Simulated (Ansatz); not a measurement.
Cost and result for the atomization energy of GeH7NO3Si, SMILES `[OH][GeH2][NH][SiH](O)O` (13 atoms, 12 bonds).

Cartesian coordinates in Å:
```
O -1.717 0.304 1.134
Ge -1.363 -1.022 -0.031
N 0.426 -0.875 -0.291
Si 1.291 0.583 -0.612
O 0.267 1.803 -0.258
O 2.702 0.579 0.222
H -2.633 0.591 1.112
H -1.678 -2.391 0.594
H -2.209 -0.737 -1.285
H 0.956 -1.722 -0.149
H 1.725 0.744 -2.012
H -0.416 1.593 0.396
H 2.648 0.549 1.179
```

Total charge 0; spin multiplicity 1. Correlated methods include outer-core shells of Ge, which these sets cover unevenly. Scalar relativity is left out up to krypton. The structure was optimised at the PBE0-D4/def2-TZVP level. It is one conformer, not always the lowest. Program: Ansatz. All runs use 2 threads of an AMD EPYC 7R13 on a shared host and a share of an NVIDIA H100 80 GB. Times are those of one run each, without the atoms' runs, and a repeat can differ threefold. Electronic energies, without spin–orbit coupling; frozen cores. CCSD(T)/CBS adds CCSD(T) − MP2 in def2-TZVPP to the MP2 limit, and its time is that of the two runs behind it. T1 = 0.012. With those shells the extrapolation isn't a true limit. B3LYP takes the VWN-RPA correlation (the form of Gaussian; ORCA's B3LYP/G).

CCSD(T)/CBS is a level of theory with its own doubt, some kJ/mol a heavy atom from the limit and from the frozen cores, so smaller differences don't rank the functionals.

```tsv
level	functions	atomization (kJ/mol)	difference from CCSD(T)/CBS	per bond
CCSD(T)/CBS(def2)	–	4725.8	0.0	0.0
PBE0-D4/def2-TZVPP	312	4620.2	-105.6	-8.8
ωB97M-V/def2-TZVPP (with forces)	312	4696.1	-29.7	-2.5
B2PLYP/def2-TZVPP	312	4629.8	-96.0	-8.0
PBE-D4/def2-TZVPP (with forces)	312	4726.8	1.0	0.1
CCSD(T)/def2-TZVPP	312	4579.6	-146.2	-12.2
r2SCAN-D4/def2-TZVPP (with forces)	312	4681.0	-44.8	-3.7
B3LYP-D4/def2-TZVPP (with forces)	312	4662.9	-62.9	-5.2
ωB97X-V/def2-TZVPP	312	4710.2	-15.6	-1.3
MP2/def2-QZVPP	597	4767.5	41.7	3.5
```

Q: Order the runs by time, with rough figures. (Estimate.)

A: The calculation gave: PBE-D4/def2-TZVPP (with forces) 2.2 s; r2SCAN-D4/def2-TZVPP (with forces) 3 s; PBE0-D4/def2-TZVPP 3.6 s; B2PLYP/def2-TZVPP 4.9 s; B3LYP-D4/def2-TZVPP (with forces) 5.5 s; ωB97X-V/def2-TZVPP 6 s; MP2/def2-QZVPP 7 s; ωB97M-V/def2-TZVPP (with forces) 8.5 s; CCSD(T)/def2-TZVPP 13 s; CCSD(T)/CBS(def2) 20 s.

The D4 term adds +51.0 kJ/mol with B3LYP and +26.9 kJ/mol with PBE0; it sums over pairs of atoms, weighted by their polarisabilities, and B3LYP, whose exchange is more repulsive, gets the larger term. From PBE to PBE0 (25 % exact exchange), in def2-TZVPP and without D4, the atomization energy moves by −101.8 kJ/mol: exact exchange takes away binding that semilocal exchange gives to molecules. In def2-TZVPP, CCSD(T) changes the Hartree–Fock value by +1358.1 kJ/mol (the triples alone add +76.7 kJ/mol) and MP2 by +1458.4 kJ/mol; breaking electron pairs costs correlation energy, which Hartree–Fock lacks.
